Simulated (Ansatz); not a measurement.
Total energies of Cl$_{2}$HO$_{2}$Si, SMILES `[O][Si](O)(Cl)Cl` radical.

```xyz
6

O    -0.189   -0.066   -1.733
Si    0.211    0.162   -0.151
O    -0.269   -1.038    0.820
Cl    2.194    0.349    0.150
Cl   -0.763    1.917    0.160
H    -1.184   -1.324    0.754
```

Charge 0, multiplicity 2. Geometry: relaxed with PBE0-D4/def2-TZVP. It is one conformer, not always the lowest. Basis def2-TZVPP, Ansatz.

RPA on PBE orbitals: Hartree–Fock energy of these orbitals -1358.41988 Eh, correlation -1.48108 Eh (frozen core).

```json
{"functional": "LDA (SPW92)", "energy without D4 (Eh)": "-1355.97820", "D4 term (kJ/mol)": "–"}
{"functional": "PBE", "energy without D4 (Eh)": "-1360.49397", "D4 term (kJ/mol)": "-19.5"}
{"functional": "revPBE", "energy without D4 (Eh)": "-1360.88920", "D4 term (kJ/mol)": "-53.8"}
{"functional": "BLYP", "energy without D4 (Eh)": "-1361.14761", "D4 term (kJ/mol)": "-42.9"}
{"functional": "r2SCAN", "energy without D4 (Eh)": "-1361.02435", "D4 term (kJ/mol)": "-4.3"}
{"functional": "B97M-V", "energy without D4 (Eh)": "-1360.82125", "D4 term (kJ/mol)": "–"}
{"functional": "PBE0", "energy without D4 (Eh)": "-1360.59279", "D4 term (kJ/mol)": "-16.5"}
{"functional": "B3LYP", "energy without D4 (Eh)": "-1361.21896", "D4 term (kJ/mol)": "-32.1"}
{"functional": "r2SCANh", "energy without D4 (Eh)": "-1361.01055", "D4 term (kJ/mol)": "-4.7"}
{"functional": "r2SCAN0", "energy without D4 (Eh)": "-1360.99164", "D4 term (kJ/mol)": "-5.3"}
{"functional": "HSE06 (plane-wave form)", "energy without D4 (Eh)": "-1360.56480", "D4 term (kJ/mol)": "-15.5"}
{"functional": "BHLYP", "energy without D4 (Eh)": "-1361.11107", "D4 term (kJ/mol)": "-26.3"}
{"functional": "CAM-B3LYP", "energy without D4 (Eh)": "-1361.16465", "D4 term (kJ/mol)": "-16.9"}
{"functional": "LC-ωPBE", "energy without D4 (Eh)": "-1360.73923", "D4 term (kJ/mol)": "–"}
{"functional": "ωB97X-V", "energy without D4 (Eh)": "-1360.93844", "D4 term (kJ/mol)": "–"}
{"functional": "ωB97M-V", "energy without D4 (Eh)": "-1361.07835", "D4 term (kJ/mol)": "–"}
{"functional": "B2PLYP", "energy without D4 (Eh)": "-1360.70364", "D4 term (kJ/mol)": "–"}
{"functional": "PBE-QIDH", "energy without D4 (Eh)": "-1360.32259", "D4 term (kJ/mol)": "–"}
```

B3LYP takes the VWN-RPA correlation (the form of Gaussian; ORCA's B3LYP/G). HSE06 is the plane-wave form, built on full-range PBE exchange. The double hybrids freeze the cores in their second-order part.

LC-ωPBE has ω = 0.4 bohr⁻¹.
